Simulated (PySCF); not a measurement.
# Dipole response of Hf²⁺ (hafnium, charge +2)

[Xe] 4f14 5d2, high-spin 3F determinant. All numbers are calculated (PySCF 2.14, a scalar-relativistic core potential, in def2-TZVPPD with the def2 core potential (60 electrons)). Coupled (time-dependent) response in atomic units; α is the mean over directions.

| method | mean α (bohr³) | C₆ (like pair) | S(−4) |
| --- | --- | --- | --- |
| revPBE | 15.29 | 76.50 | 208.2 |

S(−4) is the Cauchy moment in α(ω) = α(0) + S(−4) ω² + …

Spin-orbit coupling is absent.

α(iu) at revPBE:

```csv
u (hartree),α(iu) (bohr³)
0,15.29
0.0500,14.80
0.100,13.61
0.200,10.95
0.300,8.990
0.500,6.585
0.750,4.842
1.00,3.736
1.50,2.412
2.00,1.667
3.00,0.9099
5.00,0.3780
```

For an ion, C₆ is the dispersion term alone; charge-induced terms of lower order in 1/R come first.

Energies and moments cover only the electrons outside the core potential. Spin-orbit coupling, absent here, splits the open shell strongly.
